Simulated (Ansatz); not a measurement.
**CHOSb: structure from calculated spectroscopic constants**

These gas-phase data were calculated for one isomer of CHOSb at PBE0-D4/def2-TZVP (harmonic, unscaled wavenumbers; equilibrium rotational constants with average atomic masses):

| Item | Value |
| --- | --- |
| rotational constants | 688.1, 2.893, 2.881 GHz |
| all wavenumbers above 1500 cm⁻¹ | 3731, 1549 |

Candidates:

(1) `O=[C]=[SbH]`, a singlet
(2) `O[C]#[Sb]`, a singlet

Task: Which structure fits?

Result: Candidate (2). The band at 3731 cm⁻¹ lies where the O–H stretch is expected; (1) has no mode between 3300 and 4000 cm⁻¹.

The same quantities for all candidates:

```
     rotational constants (GHz)  wavenumbers above 1500 cm⁻¹  E above the lowest, PBE0-D4/def2-TZVP (kcal/mol)
(1)           174, 2.886, 2.838                   2095, 1953                                               0.0
(2)         688.1, 2.893, 2.881                   3731, 1549                                              28.8
```

Harmonic stretches to hydrogen usually lie a few per cent above observed fundamentals. Each candidate is one conformer. Atoms past krypton carry core potentials. Programs: Ansatz 0.2.0.
